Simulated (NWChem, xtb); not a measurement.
**SnCl2 (SMILES [Cl][Sn][Cl]): methods side by side**

The species is SnCl2 (3 atoms), meant as a singlet with charge 0. SMILES: `[Cl][Sn][Cl]`. The coordinates come from a PBE0-D4/def2-TZVP relaxation.

```xyz
3

Cl    1.1542    1.2207    0.7560
Sn   -0.7969    0.5189   -0.3766
Cl   -0.3682   -1.8045   -0.3926
```

Each level gives the electronic atomisation energy (eV). The values are calculated. Electronic energies at fixed atoms, without zero-point motion or spin-orbit coupling.

```tsv
level	kind	program	value (eV)	less CCSD(T)/def2-SVP	CPU time (all runs)
GFN0-xTB	semi-empirical	xtb	11.29	+4.31	under 2 s
GFN1-xTB	semi-empirical	xtb	11.44	+4.46	under 2 s
GFN2-xTB	semi-empirical	xtb	10.29	+3.31	under 2 s
HF/def2-SVP (core potential)	Hartree–Fock	NWChem	5.30	-1.68	12 s
PBE/def2-SVP (core potential)	GGA	NWChem	8.23	+1.25	22 s
B3LYP/def2-SVP (core potential)	global hybrid	NWChem	7.71	+0.73	21 s
M06-2X/def2-SVP (core potential)	hybrid meta-GGA	NWChem	7.69	+0.71	26 s
PBE0/def2-SVP (core potential)	global hybrid	NWChem	7.89	+0.91	14 s
MP2/def2-SVP (core potential)	perturbation theory	NWChem	7.25	+0.27	24 s
CCSD(T)/def2-SVP (core potential)	coupled cluster or CI	NWChem	6.98	0.00	41 s
```

CCSD(T)/def2-SVP (core potential) is the highest level here, not the true value. The values span 5.30 to 11.44 eV. The xTB rows lack spin polarisation, so open shells miss the exchange term that lowers them. In the correlated wave-function rows the outer d shell of Sn is correlated, in sets not made for it. Times are those of the runs behind each value, whatever else they computed, on shared processors of several kinds: orders of magnitude only.
